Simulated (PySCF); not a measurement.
MoI: input and log

State: ⁶Σ⁺ (sextet), unpaired electrons σ ↑, π ↑↑, δ ↑↑.

An equivalent input (the run itself took its basis sets from the Basis Set Exchange, started from a PBE0 density and held the occupation σ 8α 7β, πx 5α 4β, πy 5α 4β, δx 2α 1β, δy 2α 1β):

```python
from pyscf import gto, dft
mol = gto.M(atom='Mo 0 0 0; I 0 0 2.641', basis={'Mo': 'def2-TZVPP', 'I': 'def2-TZVPP'}, ecp={'Mo': 'def2-TZVPP', 'I': 'def2-TZVPP'},
            charge=0, spin=5, verbose=4, symmetry='C2v')
mf = dft.UKS(mol, xc='PBE0')
mf.grids.atom_grid = (80, 434)
mf.grids.prune = dft.gen_grid.treutler_prune
mf.irrep_nelec = {'A1': (10, 8), 'A2': (2, 1), 'B1': (5, 4), 'B2': (5, 4)}
mf.conv_tol = 1e-9
mf.max_cycle = 60
mf.diis_space = 10
mf.kernel()
```

The log (some set-up lines and the per-cycle HOMO/LUMO lines removed):

```
******** <class 'pyscf.dft.uks_symm.SymAdaptedUKS'> ********
method = SymAdaptedUKS
damping factor = 0
level_shift factor = 0
DIIS = <class 'pyscf.scf.diis.CDIIS'>
diis_start_cycle = 1
diis_space = 10
diis_damp = 0
SCF conv_tol = 1e-09
SCF conv_tol_grad = None
SCF max_cycles = 60
number electrons alpha = 22  beta = 17
Set gradient conv threshold to 3.16228e-05
init E= -365.895351766352
cycle= 1 E= -365.901147189536  delta_E= -0.0058  |g|= 0.00682  |ddm|= 0.0253
cycle= 2 E= -365.901142789393  delta_E= 4.4e-06  |g|= 0.00878  |ddm|= 0.0181
cycle= 3 E= -365.901175983532  delta_E= -3.32e-05  |g|= 0.000805  |ddm|= 0.009
cycle= 4 E= -365.901176276281  delta_E= -2.93e-07  |g|= 0.000621  |ddm|= 0.00144
cycle= 5 E= -365.90117652392  delta_E= -2.48e-07  |g|= 0.000113  |ddm|= 0.000852
cycle= 6 E= -365.901176584942  delta_E= -6.1e-08  |g|= 6.05e-05  |ddm|= 0.000756
cycle= 7 E= -365.901176592514  delta_E= -7.57e-09  |g|= 3.01e-05  |ddm|= 0.000288
cycle= 8 E= -365.901176593779  delta_E= -1.26e-09  |g|= 4.3e-06  |ddm|= 0.000126
cycle= 9 E= -365.901176593874  delta_E= -9.56e-11  |g|= 3.04e-06  |ddm|= 3.73e-05
Extra cycle  E= -365.901176593876  delta_E= -1.36e-12  |g|= 4.03e-06  |ddm|= 1.11e-05
converged SCF energy = -365.901176593876  <S^2> = 8.7794558  2S+1 = 6.0098106
```

Repeating this along the bond gives Re = 2.630 Å and ωe = 214 cm⁻¹.

A point of this curve took 4.5 CPU seconds beside 1.9 for the integrals, on Intel Xeon Platinum 8375C @ 2.90GHz (shared host).

Spin–orbit coupling is left out. With d or f electrons several states lie close, and the lowest PBE0 determinant need not be the measured ground state.
